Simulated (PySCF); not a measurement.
H4HfO3S, multiplicity 1. Atoms are numbered in the order given.

```xyz
9

Hf    -0.0075     0.2230     0.0000
O      0.9312     0.8328    -1.5727
H      1.3587     1.1638    -2.3622
O      0.9312     0.8328     1.5727
H      1.3587     1.1638     2.3622
O     -1.8673     0.7281     0.0000
H     -2.7380     1.1265     0.0000
S     -0.0443    -2.2685     0.0000
H      1.3084    -2.3673     0.0000
```

Geometry: B3LYP-D3(BJ)/def2-SVP. The spin state was assumed, not searched. The structure was generated by enumeration; whether it is a known compound was not checked. The def2 effective core potentials stand for the cores of Hf; spin–orbit coupling is left out. One conformer was computed; it need not be the lowest.

Method: PySCF with TDA-LC-ωPBE/def2-SVPD.

Vertical excitations. The molecule is in vacuum. State labels are in the subgroup Cs.

```
state  symmetry  energy (eV)  λ (nm)      f                                                                    main pairs
-----  --------  -----------  ------  -----  ----------------------------------------------------------------------------
S1           A"         5.86     212  0.001                                            HOMO→LUMO+4 59 %, HOMO→LUMO+3 30 %
S2           A"         6.42     193  0.048            HOMO→LUMO 37 %, HOMO→LUMO+4 20 %, HOMO→LUMO+3 9 %, HOMO→LUMO+1 9 %
S3           A'         6.73     184  0.046                                          HOMO→LUMO+5 64 %, HOMO−1→LUMO+4 18 %
S4           A"         6.96     178  0.008                                              HOMO→LUMO+6 64 %, HOMO→LUMO 15 %
S5           A'         7.17     173  0.040  HOMO−1→LUMO+4 38 %, HOMO→LUMO+5 20 %, HOMO−1→LUMO+3 18 %, HOMO−1→LUMO+6 10 %
S6           A"         7.41     167  0.000                                                            HOMO−1→LUMO+5 81 %
S7           A'         7.55     164  0.052   HOMO−1→LUMO 37 %, HOMO−1→LUMO+4 17 %, HOMO−1→LUMO+3 12 %, HOMO−1→LUMO+1 8 %
S8           A"         7.77     159  0.022         HOMO→LUMO+7 46 %, HOMO→LUMO+6 13 %, HOMO→LUMO 11 %, HOMO−1→LUMO+5 8 %
S9           A'         7.98     155  0.032                                           HOMO→LUMO+8 76 %, HOMO→LUMO+14 12 %
S10          A"         8.05     154  0.000                    HOMO−2→LUMO+4 48 %, HOMO−4→LUMO+4 12 %, HOMO−2→LUMO+3 12 %
T1           A"         5.51     225      0                          HOMO→LUMO+4 37 %, HOMO→LUMO+3 34 %, HOMO→LUMO+11 6 %
T2           A'         5.98     207      0                                                              HOMO→LUMO+5 88 %
T3           A"         6.13     202      0                             HOMO→LUMO+4 39 %, HOMO→LUMO 29 %, HOMO→LUMO+1 9 %
T4           A'         6.31     197      0                                        HOMO−1→LUMO+4 60 %, HOMO−1→LUMO+3 25 %
```
Triplets are in the Tamm–Dancoff approximation.
